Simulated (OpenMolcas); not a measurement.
## Re⁴⁺: effect of the basis set

```yaml
Program: OpenMolcas 26.06
Method: "SS-RASPT2, IPEA 0.25 Eh, imaginary shift 0.1 Eh (closed shells correlated: 5s)"
Active_space: 9 electrons in 8 orbitals (RAS1 5p, at most 2 holes; RAS2 5d)
State_averaging: 2S+1 = 4 even, 10 roots; 2S+1 = 2 even, 40 roots
Spin-orbit_coupling: state interaction with AMFI integrals over the reference wave functions, term energies averaged over their components
```

A. ANO-R2 [8s6p5d3f1g], X2C, finite nucleus; CASPT2 step of the order of 40 core-seconds
B. ANO-RCC-VTZP [8s7p5d3f2g1h], DKH2, point nucleus; CASPT2 step roughly 30 core-seconds
C. ANO-RCC-VQZP [9s8p6d4f3g2h], DKH2, point nucleus; CASPT2 step roughly 2.4 core-minutes

Energies in eV above 5d3 4F 3/2, the measured ground level; measured values from the list in Brasseur, Gamrath and Quinet, At. Data Nucl. Data Tables 157, 101636 (2024).

```json
{"Level": "5d3 4F 3/2", "A": "0.0000", "B": "0.0000", "C": "0.0000", "Measured": "0.0000"}
{"Level": "5d3 4F 5/2", "A": "0.651", "B": "0.637", "C": "0.643", "Measured": "0.6017"}
{"Level": "5d3 4F 7/2", "A": "1.189", "B": "1.173", "C": "1.172", "Measured": "1.1125"}
{"Level": "5d3 4F 9/2 [62 %]", "A": "1.564", "B": "1.555", "C": "1.539", "Measured": "1.4771"}
{"Level": "5d3 4P 1/2 [63 %]", "A": "1.830", "B": "1.856", "C": "1.827", "Measured": "1.7761"}
{"Level": "5d3 2G 7/2", "A": "2.489", "B": "2.495", "C": "2.451", "Measured": "2.3573"}
{"Level": "5d3 2H 9/2 [56 %]", "A": "2.613", "B": "2.617", "C": "2.573", "Measured": "2.4756"}
{"Level": "5d3 4P 5/2", "A": "2.720", "B": "2.734", "C": "2.713", "Measured": "2.5940"}
{"Level": "5d3 2P 1/2 [63 %]", "A": "3.051", "B": "3.068", "C": "3.031", "Measured": "2.9346"}
{"Level": "5d3 2H 11/2", "A": "3.526", "B": "3.542", "C": "3.476", "Measured": "3.3571"}
{"Level": "5d3 2D 5/2(1)", "A": "3.805", "B": "3.812", "C": "3.771", "Measured": "3.5632"}
{"Level": "5d3 2G 9/2 [56 %]", "A": "3.972", "B": "3.970", "C": "3.921", "Measured": "3.7648"}
{"Level": "5d3 2P 3/2 [53 %]", "A": "4.236", "B": "4.243", "C": "4.201", "Measured": ""}
{"Level": "5d3 2F 5/2", "A": "4.469", "B": "4.522", "C": "4.436", "Measured": "4.2355"}
{"Level": "5d3 2F 7/2", "A": "4.512", "B": "4.560", "C": "4.477", "Measured": "4.2930"}
{"Level": "5d3 2D 3/2(2)", "A": "6.775", "B": "6.834", "C": "6.734", "Measured": "6.4536"}
{"Level": "5d3 2D 5/2(2)", "A": "6.780", "B": "6.833", "C": "6.737", "Measured": "6.5051"}
```

Deviations, from unrounded energies. A percentage is the sum of absolute deviations over the sum of measured energies, with the sign that they share, or ± where signs differ.

```
                        Against measurement  Levels     A     B     C
             mean absolute deviation (cm-1)      15  1300  1500  1100
      fine structure of the ground term (%)       3  +6.7  +5.4  +5.1
other terms of the ground configuration (%)      12  +5.0  +5.7  +4.1
```

C lies closest to measurement on these levels and B furthest from it. The largest miss of C in the table is 5d3 2D 3/2(2), by +2300 cm-1. The ranking rests on the paired levels alone, and a cruder setting can come out closer through cancelling errors.

Among A to C the level of the table that moves most is 5d3 2D 3/2(2), by 810 cm-1 (lowest in C, highest in B). Moves below CASPT2's spread within the term are not significant.

CASPT2 breaks the degeneracy within a term, and the mean is taken; among the terms shown or strongly mixed into the levels shown the widest spread is 170 cm-1 (5d3 2F, C). Active for correlation alone: 5p; no level in the range computed is led by a configuration that opens it, so any true level of that kind is missing. Computed and measured levels are paired by configuration, term and J; levels that our copy of the source lacks, or whose pairing is in doubt (as where it misses far off the trend of its configuration), stay unpaired and out of the deviations. Levels of configurations outside the active space are missing. Levels that lie high or do not pair safely by name in every column are left out.

A share in square brackets marks a mixed level and gives the weight of the term that names it, the lowest over the columns. A number in round brackets counts repeated terms of one configuration in the order of the reference energies.
